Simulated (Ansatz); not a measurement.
Input file for Ansatz (a quantum-chemistry and plane-wave program): R-wB97M-V/def2-TZVPP on GeH5NSi (SMILES [NH2][Ge][SiH3]), a point of a torsion scan.

Ansatz 0.2 input:
```yaml
crystal:
  periodic: [false, false, false]
  atoms:
    - {symbol: N, position_ang: [1.78273732, -0.14196656, 0.19531039]}
    - {symbol: Ge, position_ang: [0.55540531, -0.09742436, 1.51944501]}
    - {symbol: Si, position_ang: [-1.34963118, 0.06811042, 0.02296273]}
    - {symbol: H, position_ang: [2.77259802, -0.22124406, 0.37846917]}
    - {symbol: H, position_ang: [1.63736263, -0.09505728, -0.80249176]}
    - {symbol: H, position_ang: [-2.03917661, -1.21714151, -0.18735026]}
    - {symbol: H, position_ang: [-2.40929330, 0.96883489, 0.50572483]}
    - {symbol: H, position_ang: [-1.06059383, 0.54205756, -1.34298341]}
basis:
  gaussian:
    orbitals: def2-TZVPP
hamiltonian:
  xc: {name: wB97M-V}
scf: {lower_state_search: off}
```

Question: Give the final energy of this run.

Answer: -2424.1138 hartree.

Question: How many basis functions does it have, and what does it roughly cost on one machine?

Answer: 191 functions; very roughly 10 core-seconds.
